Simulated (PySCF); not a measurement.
Consider `O=C1OB(F)OC1=O` (C2BFO4). Optimised structure (Å), atoms numbered from 1:
```
O    -1.7311   -1.1251    0.9535
C    -0.7882   -0.5794    0.4995
O     0.5168   -0.8942    0.7514
B     1.2945   -0.0223    0.0226
F     2.5941   -0.0500    0.0296
O     0.5614    0.8804   -0.7150
C    -0.7583    0.6149   -0.4834
O    -1.6730    1.1949   -0.9522
```

Computed at B3LYP-D3(BJ)/ma-def2-SVP // PBE0-D3(BJ)/def2-SVP with PySCF (density fitting, grid level 2). The prefix ma- adds one diffuse s and one diffuse p function on all atoms but H. Thermal corrections: PBE0-D3(BJ)/def2-SVP frequencies, unscaled, ideal gas at 298.15 K and 1 bar, quasi-RRHO entropy.

Task: What are the vertical and the adiabatic electron affinity for forming the radical anion?

Result: 1.15 eV vertical and 1.86 eV adiabatic, the latter with zero-point energy.

Caveats: structures of the anions come from def2-SVP, which lacks diffuse functions; ma-def2-SVP is a small basis, whose errors can reach tens of kJ/mol.
